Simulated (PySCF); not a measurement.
**Nuclear quadrupole coupling in `FC(F)(Cl)C1=CC=CC1`**

Species: C6H5ClF2.
Structure used (GFN2-xTB), in Å, numbered top down from 1:
```xyz
14
C6H5ClF2 angstrom
F     -2.279    0.947    1.114
C     -1.775   -0.240    0.717
F     -1.928   -1.075    1.758
Cl    -2.848   -0.840   -0.617
C     -0.376   -0.138    0.257
C      0.648   -0.965    0.544
C      1.832   -0.496   -0.134
C      1.533    0.607   -0.838
C      0.093    0.945   -0.662
H      0.608   -1.832    1.178
H      2.789   -0.978   -0.062
H      2.197    1.193   -1.446
H     -0.450    0.938   -1.609
H     -0.045    1.935   -0.222
```

Field gradients from the PBE0/pcSseg-1 density (PySCF, non-relativistic), principal values in atomic units, ordered |Vxx| ≤ |Vyy| ≤ |Vzz|:

```json
{"atom": "Cl4", "Vxx": "-1.8800", "Vyy": "-1.9969", "Vzz": "3.8769"}
```

Problem. Find the asymmetry η = (Vxx − Vyy)/Vzz and the couplings χ = eQV/h (234.96 MHz × Q in barn × V in au), with Q(35Cl) = −0.0817 b.

Solution. 
| atom | environment | nucleus | η | χzz (MHz) | χxx (MHz) | χyy (MHz) |
| --- | --- | --- | --- | --- | --- | --- |
| Cl4 | chlorine on a fluorinated carbon | 35Cl | 0.03 | -74.42 | 36.09 | 38.33 |

The gradient is axial or nearly so (η below 0.05) at Cl4. 

Problem. What is Vzz at Cl4 in SI units (1 au = 9.71736 × 10²¹ V/m²)?

Solution. 3.8769 au = 37.673 × 10²¹ V/m².

Problem. And the gradient at the other heavy atoms, for which no coupling is worked out here?

Solution. 
```csv
atom,environment,Vzz (au),η
F1,fluorine of a CF2 group,2.999,0.05
C2,CF2 carbon,-0.414,0.27
F3,fluorine of a CF2 group,3.013,0.04
C5,fully substituted alkene carbon,-0.177,0.58
C6,alkene CH carbon,0.348,0.19
C7,alkene CH carbon,0.283,0.48
C8,alkene CH carbon,0.297,0.56
C9,allylic carbon,0.076,0.34
```

Problem. What couplings would deuterons (Q(2H) = 0.00286 b) have in place of the hydrogens, at this geometry?

Solution. 
| atom | bonded to | bond length (Å) | Vzz (au) | η | χzz (kHz) |
| --- | --- | --- | --- | --- | --- |
| H10 | C6 | 1.074 | 0.3368 | 0.04 | 226 |
| H11 | C7 | 1.074 | 0.3403 | 0.05 | 229 |
| H12 | C8 | 1.074 | 0.3421 | 0.05 | 230 |
| H13 | C9 | 1.092 | 0.3068 | 0.03 | 206 |
| H14 | C9 | 1.092 | 0.3070 | 0.02 | 206 |

The structure is a single GFN2-xTB conformer in the gas phase; no vibrational or solvent corrections. GFN2-xTB bond lengths can be off by several hundredths of an ångström, more for odd bonds, and the gradients follow them. The basis is small and wasn't made for field gradients, so the couplings can be 20 % off.
